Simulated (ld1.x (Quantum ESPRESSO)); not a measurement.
**Which change was made? (In, ultrasoft)**

```
Element                 : In (Z = 49)
Generator               : ld1.x (Quantum ESPRESSO) 7.5
Type                    : ultrasoft
Functional              : BLYP
Relativity              : scalar-relativistic
Frozen core             : [Kr]
Valence charge          : 13
Reference configuration : 4d10 5s1 5p2
Partial waves           : 5s (bound): rcut 1.95, rcutus 2.10 bohr; 5s channel at -0.3 Ry: rcut 1.95, rcutus 2.10 bohr; 5p (bound): rcut 2.15, rcutus 2.70 bohr; 5p channel at 0.4 Ry: rcut 2.15, rcutus 2.70 bohr; 4d (bound): rcut 1.35, rcutus 1.65 bohr; 4d channel at -0.25 Ry: rcut 1.35, rcutus 1.65 bohr
Local potential         : all-electron potential smoothed inside 1.35 bohr (lloc = -1)
Core correction         : a·sin(br)/r model core inside 1.55 bohr
Augmentation charge     : built from norm-conserving waves at rcut, not smoothed further
```

Cutoffs, loose and tight: the cutoffs (Ry, on a coarse ladder) from which the occupation-weighted sum of valence levels, in a spherical-Bessel basis at the reference potential, stays within 10 and 1 mRy of its value at 400 Ry. They do not see the model core or the augmentation charge, which bear on the density cutoff. Test errors are all-electron minus pseudo excitation energies from the reference, over the configurations 4d10 5s2 5p1; 4d10 5s2 5p0; 4d10 5s1 5p0; 4d10 5s2 5p1.3; 4d9 5s2 5p1; 4d9 5s0 5p0; 4d10 5s1 5p1; variants that change the core or the reference have their own tests. The largest error is taken over the tests solved by every variant that gives reliable tests at all, those not shown here included: 4d10 5s1 5p0; 4d10 5s2 5p0; 4d10 5s2 5p1; 4d10 5s2 5p1.3.

The base gives: outcome: generated; cutoff, loose: 40 Ry; cutoff, tight: 70 Ry; bound ghosts: s, p; largest test error (meV): -10.

**Question.** After one change the result is: outcome: generated; cutoff, loose: 40 Ry; cutoff, tight: 70 Ry; bound ghosts: s; largest test error (meV): -10. Which change was it?
A. waves 4d (bound): rcut 0.98, rcutus 1.04 bohr; 4d channel at -0.25 Ry: rcut 0.98, rcutus 1.04 bohr
B. core [Ar] 3d10, valence charge 21; reference 4s2 4p6 4d10 5s2 5p0; waves now 4s (bound): rcut 1.10, rcutus 1.20 bohr; 5s (bound): rcut 1.10, rcutus 1.20 bohr; 4p (bound): rcut 1.20, rcutus 1.35 bohr; 5p (bound): rcut 1.20, rcutus 1.35 bohr; 4d (bound): rcut 1.20, rcutus 1.45 bohr; 4d channel at -0.25 Ry: rcut 1.20, rcutus 1.45 bohr; local potential all-electron potential smoothed inside 1.00 bohr (lloc = -1); core correction Bessel-smoothed model core inside 0.55 bohr
C. local potential all-electron potential smoothed inside 2.46 bohr (lloc = -1)
D. local potential all-electron potential smoothed inside 1.55 bohr (lloc = -1)
E. type TM; waves now 5p (bound): rc 2.70 bohr; 4d (bound): rc 1.65 bohr; 5s (bound): rc 2.10 bohr; local potential the s channel

**Answer.** D. The others give: waves 4d (bound): rcut 0.98, rcutus 1.04 bohr; 4d channel at -0.25 Ry: rcut 0.98, rcutus 1.04 bohr → outcome: generated; cutoff, loose: 100 Ry; cutoff, tight: 180 Ry; bound ghosts: s, p; largest test error (meV): -10 | type TM; waves now 5p (bound): rc 2.70 bohr; 4d (bound): rc 1.65 bohr; 5s (bound): rc 2.10 bohr; local potential the s channel → outcome: generated; cutoff, loose: 80 Ry; cutoff, tight: 120 Ry; bound ghosts: none; largest test error (meV): -9.6 | core [Ar] 3d10, valence charge 21; reference 4s2 4p6 4d10 5s2 5p0; waves now 4s (bound): rcut 1.10, rcutus 1.20 bohr; 5s (bound): rcut 1.10, rcutus 1.20 bohr; 4p (bound): rcut 1.20, rcutus 1.35 bohr; 5p (bound): rcut 1.20, rcutus 1.35 bohr; 4d (bound): rcut 1.20, rcutus 1.45 bohr; 4d channel at -0.25 Ry: rcut 1.20, rcutus 1.45 bohr; local potential all-electron potential smoothed inside 1.00 bohr (lloc = -1); core correction Bessel-smoothed model core inside 0.55 bohr → outcome: generated, misses its reference levels by 1.92 eV; bound ghosts: not determined; largest test error (meV): +5214 | local potential all-electron potential smoothed inside 2.46 bohr (lloc = -1) → outcome: generated; cutoff, loose: 45 Ry; cutoff, tight: 70 Ry; bound ghosts: none; largest test error (meV): -11.
